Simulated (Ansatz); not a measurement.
## Correcting a cheap level on S-containing molecules

The vertical ionisation energy (cation less neutral) in eV of 6 S-containing molecules: x at r2SCAN-D4/def2-TZVPP, y at CCSD(T)/def2-TZVPP. Shapes, held fixed at every level: PBE0-D4/def2-TZVP. Flexible molecules stand in one conformer, not always the lowest. Programs: Ansatz 0.2.0.

| molecule | x (eV) | y (eV) |
| --- | --- | --- |
| C4H6S3 (1,3-dithiane-2-thione) | 8.10 | 8.18 |
| C5H10S (thiane) | 8.16 | ? |
| C5H12S (ethyl propyl sulfide) | 8.16 | 8.36 |
| C6H14OS (dipropyl sulfoxide) | 8.24 | 8.52 |
| C5H12S (tert-amyl mercaptan) | 8.79 | 8.95 |
| C5H12S (2-methyl-1-butanethiol) | 8.80 | 9.04 |

Q: Fit y = c + s·x to the known rows and predict y for C5H10S.

A: 
1. Means of the 5 rows: x = 8.4180, y = 8.610.
2. Σ(Δx)² = 0.48368, Σ(Δx·Δy) = 0.508, so the slope is 0.508/0.48368 = 1.0503.
3. Intercept: 8.610 − (1.0503) × 8.4180 = -0.231. The largest residual of the fit is 0.097.
4. C5H10S: -0.231 + 1.0503 × 8.16 = 8.34 eV.

CCSD(T)/def2-TZVPP gives 8.37 eV, so the prediction is off by -0.03 eV, within the largest residual. Uncorrected, r2SCAN-D4/def2-TZVPP misses it by -0.21 eV, and the other rows by 0.19 on average. The line removes about 90 % of this miss. Left out in turn, the other rows are missed by 0.10 eV on average. Cations run unrestricted.
